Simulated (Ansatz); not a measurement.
HMoO₃, SMILES [O]=[Mo](=[O])[OH] (connectivity only; charge and spin as stated), neutral, multiplicity 2.

The structure is a stationary point at B3LYP-D3(BJ)/def2-SVP. A frequency run showed that this geometry is not a minimum. The spin state was assumed, not searched. The isomer is the one that the SMILES or the coordinates give; other isomers of the formula were not compared. The def2 effective core potentials stand for the cores of Mo; spin–orbit coupling is left out. The values are those of a single conformer.

Two levels are set side by side: PBE/def2-SVPD (Ansatz, a program for electronic structure) and CAM-B3LYP/def2-SVPD (Ansatz). Energy differences of separate SCF runs at the same geometry; the states with an electron removed or added have multiplicity 1 and 1. Differences are taken from unrounded values.

```
quantity                         CAM-B3LYP
-------------------------------  ---------
vertical ionisation energy (eV)       9.84
vertical electron affinity (eV)       1.93
```

Q: What does PBE give, and how far is it from CAM-B3LYP? (Estimate from the structure and the level; the computed values follow.)

A: 
```
quantity                          PBE  PBE minus CAM-B3LYP
-------------------------------  ----  -------------------
vertical ionisation energy (eV)  9.22                -0.62
vertical electron affinity (eV)  1.63                -0.29
```
